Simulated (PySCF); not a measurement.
Radial density of Ho (holmium, neutral)

r2SCAN, [Xe] 4f11 6s2, one real determinant. Calculation: PySCF 2.14, in ANO-RCC-VTZP; scalar relativity by spin-free X2C-1e.

| r (bohr) | 4πr²ρ (e/bohr) | 4πr²(ρα − ρβ) |
| --- | --- | --- |
| 0.0196 | 84.71 | 0.0024 |
| 0.0330 | 82.71 | 0.0060 |
| 0.0556 | 117.0 | 0.0089 |
| 0.0935 | 99.17 | 0.0224 |
| 0.157 | 103.4 | 0.2670 |
| 0.264 | 67.67 | 1.5253 |
| 0.445 | 56.02 | 3.7083 |
| 0.748 | 30.97 | 3.0195 |
| 1.26 | 11.76 | 0.9884 |
| 2.12 | 2.868 | 0.0889 |
| 3.56 | 0.6952 | 0.0073 |
| 5.99 | 0.1938 | -0.0061 |
| 10.1 | 0.006279 | -0.0008 |
| 16.9 | 1.472e-05 | 0.0000 |

Densities and radii are taken from the X2C orbitals without a picture-change correction, which distorts them close to the nucleus.

⟨L²⟩ = 34.02 against 42 for a pure I term, so this real determinant mixes terms. Spin-orbit coupling, absent here, splits the open shell strongly.

Problem. Where is the radial spin density 4πr²(ρα − ρβ) most negative, and why is it negative at all?

Solution. Around r = 5.99 bohr, down to -0.0061 e/bohr: exchange with the open shell polarises the paired shells in an unrestricted calculation.
